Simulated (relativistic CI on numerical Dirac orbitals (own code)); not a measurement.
**Sc3+ in a cubic cluster: 2p photoemission with charge transfer**

Computed with a charge-transfer multiplet model of a cubic metal-ligand cluster with up to 2 ligand holes, Slater and spin-orbit integrals from Dirac-Coulomb-Breit ions, Slater integrals scaled by 0.7. The ground state mixes d0 with configurations of k ligand holes L, whose averages lie at kΔ + k(k − 1)U_dd/2; a core hole lowers each added d electron by U_cd. 300 K, Lorentzian 0.6 eV and Gaussian 0.8 eV FWHM.

Atomic integrals in eV (Slater integrals scaled, ζ unscaled), ground: F2dd 4.121, F4dd 2.525, zeta_d 0.005; with the core hole: F2dd 4.121, F4dd 2.525, zeta_d 0.020, zeta_core 3.003, F2cd 3.598, G1cd 2.586, G3cd 1.465. Where a configuration has fewer than two d electrons, the dd integrals are those of d2.

Cluster parameters (eV): Δ = 4, U_dd = 5, U_cd = 5.6, 10Dq(ligand) = 0.2, V(eg) = 1.8, V(t2g) = -0.84, final-state hopping factor = 1.

```csv
Case,n_d,d0,d1L,d2L2,S
10Dq = 0.95 eV,0.42,0.62,0.35,0.04,0.00
10Dq = 1.25 eV,0.42,0.62,0.34,0.04,0.00
10Dq = 1.85 eV,0.41,0.63,0.34,0.04,0.00
```

Weights, n_d and S are thermal averages at 300 K. Binding energies count from the first peak over 30 % of the highest in each spectrum, which can be another peak from case to case. The parameters are a model scan and need not match a compound or its usual spin state. Peaks in eV (height, largest 100):
- 10Dq = 0.95 eV: 0.0 (100), 4.8 (42), 7.9 (24), 12.5 (11)
- 10Dq = 1.25 eV: 0.0 (100), 4.7 (42), 7.9 (25), 12.5 (11)
- 10Dq = 1.85 eV: 0.0 (100), 4.7 (42), 8.0 (25), 12.6 (11)

Curve for 10Dq = 1.25 eV (points under 2 left out, the grid thinned):

(E (eV), Intensity): (-2.9, 2.0), (-2.5, 2.7), (-2.2, 3.5), (-1.8, 5.2), (-1.4, 9.1), (-1.1, 15.9), (-0.7, 39.6), (-0.3, 83.2), (0.0, 100.0), (0.4, 70.3), (0.8, 30.7), (1.1, 16.4), (1.5, 9.8), (1.9, 8.8), (2.2, 9.1), (2.6, 9.9), (3.0, 10.9), (3.3, 12.9), (3.7, 18.6), (4.1, 27.8), (4.4, 36.7), (4.8, 41.7), (5.1, 34.8), (5.5, 19.8), (5.9, 9.8), (6.2, 7.0), (6.6, 7.1), (7.0, 10.7), (7.3, 15.9), (7.7, 23.6), (8.1, 22.5), (8.4, 15.8), (8.8, 8.3), (9.2, 4.8), (9.5, 3.4), (9.9, 2.4), (10.9, 2.1), (11.2, 2.7), (11.6, 4.4), (12.0, 7.6), (12.3, 10.1), (12.7, 10.1), (13.1, 6.4), (13.4, 3.8), (13.8, 2.1)

A d0 ion has no d-d gap: its lowest excitations are ligand-to-metal charge transfer. With the core hole the average of the configuration with one ligand hole lies at Δ − U_cd = -1.6 eV before mixing: the effective hopping of about 4.0 eV (from the holes of the mixed ground state) is comparable with this gap or larger, so the configurations mix strongly.
